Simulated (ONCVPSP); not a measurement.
# Before and after: ONCV potential for Ge (Z = 32)

| Quantity | Value |
| --- | --- |
| Element | germanium |
| Generator | ONCVPSP 4.0.1 |
| Type | optimised norm-conserving Vanderbilt (ONCV) |
| Functional | PBE |
| Relativity | scalar-relativistic |
| Frozen core | [Ar] |
| Valence charge | 14 |
| Reference configuration | 3d10 4s1 (charge +3) |
| Partial waves | 4s: rc 1.70 bohr, ncon 4, nbas 8, qcut 3.3 1/bohr, 2 projectors, debl 2.6 Ha; p scattering state at 0.19 Ha: rc 1.55 bohr, ncon 4, nbas 8, qcut 5.7 1/bohr, 2 projectors, debl 3 Ha; 3d: rc 0.95 bohr, ncon 4, nbas 9, qcut 16.8 1/bohr, 2 projectors, debl 3.8 Ha |
| Local potential | polynomial inside 0.70 bohr (lpopt 2, dvloc0 0 Ha) |
| Core correction | Teter function, fcfact 3, rcfact 1.05 |

In the p channel the program set the typed energies aside and used 0.050, 3.050 Ha.

Change: all radii but the core radius scaled by about 0.80 (s 1.36, p 1.24, d 0.76 bohr); local potential polynomial inside 0.56 bohr (lpopt 2, dvloc0 0 Ha).

Cutoffs: the cutoffs (Ha) at which the residual kinetic energy of the hardest occupied pseudo-wave falls to 1 and 0.1 mHa per electron; they do not see the model core or the augmentation charge, which bear on the density cutoff. Errors are all-electron minus pseudo energies relative to the spin-unpolarised reference configuration.

Question: What does the change do?

Answer: The potential gets harder (113 Ha and 125 Ha → 134 Ha and 378 Ha); the bound ghosts move from s to p, s; the number of tests with a reliable result goes from 4 to 1. A smaller radius makes the pseudo-wave follow the all-electron one further in, where it bends more sharply, so more plane waves are needed.

| quantity | base | changed |
| --- | --- | --- |
| cutoff, loose | 113 Ha | 134 Ha |
| cutoff, tight | 125 Ha | 378 Ha |
| loose cutoff by channel | s 45 Ha, d 113 Ha | s 26 Ha, d 134 Ha |
| bound ghosts | s | s, p |
| GHOST(+) flags under 300 eV | p at 137.3 eV | p at 118.3 eV |
| tests with a reliable result | 4 of 4 | 1 of 4 |
| error for 3d10 4s2, meV [ΔE -34.79 eV] | +43 | +38 |
| rms error of d²Exc/dni dnj with the model core, mHa | 9.75 | 8.02 |

 A true bound ghost makes a file unfit for plane-wave use even where its test errors are small: the radial tests pick states by their node count and pass the ghost by.
